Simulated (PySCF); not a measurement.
# [Hf(CH3)2(Br)2] (charge 0, multiplicity 1)

Method: TPSSh-D3(BJ)/def2-TZVP // r2SCAN-D4/def2-SVP (PySCF).

The HOMO is -7.45 eV, the dipole moment comes out as 1.48 D and the HOMO–LUMO gap is 5.41 eV. The LUMO comes out as -2.04 eV. The charge on the central atom (Mulliken) is 1.22 e, the total energy comes out as -5276.1980 Ha and the cost is very roughly 14 core-minutes.

```xyz
11

Hf     0.0080    -0.0628    -0.0495
C      0.0123     1.9744    -0.8376
H     -0.6299     2.0751    -1.7323
H      1.0353     2.2835    -1.1242
H     -0.3570     2.6906    -0.0793
C      1.3373     0.1070     1.6753
H      0.9460     0.8427     2.4032
H      2.3445     0.4431     1.3643
H      1.4558    -0.8563     2.2054
Br     1.0988    -1.5653    -1.7408
Br    -2.3036    -0.5830     0.7837
```
